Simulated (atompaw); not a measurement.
**u(r) = r·R(r): atom against pseudo-atom (platinum (Pt))**

Columns: radius, all-electron u(r) and pseudo u(r) of the 6p shell (level -0.84 eV) of platinum in the configuration [Kr] 4d10 4f14 5s2 5p6 5d9 6s1 6p0; PBE, scalar-relativistic, PAW (atompaw) scheme, atompaw 4.2.0.5.

```csv
r (bohr),all-electron,pseudo
0.085,-0.0211,-0.0012
0.169,-0.0531,-0.0045
0.254,0.0516,-0.0098
0.338,0.1020,-0.0165
0.423,0.0736,-0.0241
0.508,0.0056,-0.0318
0.592,-0.0652,-0.0388
0.677,-0.1214,-0.0443
0.762,-0.1559,-0.0476
0.846,-0.1690,-0.0478
0.931,-0.1642,-0.0443
1.015,-0.1457,-0.0369
1.100,-0.1172,-0.0251
1.185,-0.0822,-0.0090
1.269,-0.0440,0.0111
1.354,-0.0037,0.0351
1.438,0.0362,0.0619
1.523,0.0758,0.0914
1.608,0.1138,0.1223
1.692,0.1494,0.1535
1.777,0.1831,0.1848
1.862,0.2145,0.2150
1.946,0.2431,0.2432
2.031,0.2698,0.2698
2.115,0.2938,0.2938
2.200,0.3160,0.3160
```

Question: How many radial nodes do the two functions have?

Answer: The all-electron 6p function has n − l − 1 = 4 (the table is too coarse to show those close to the nucleus); the pseudo-wave has 1, since 1 lower shell of the same l stays in the valence.

Question: Is the pseudo-wave norm-conserving?

Answer: No, it belongs to a PAW set: the norm inside the radius is not constrained, and the difference is carried by the augmentation charge.
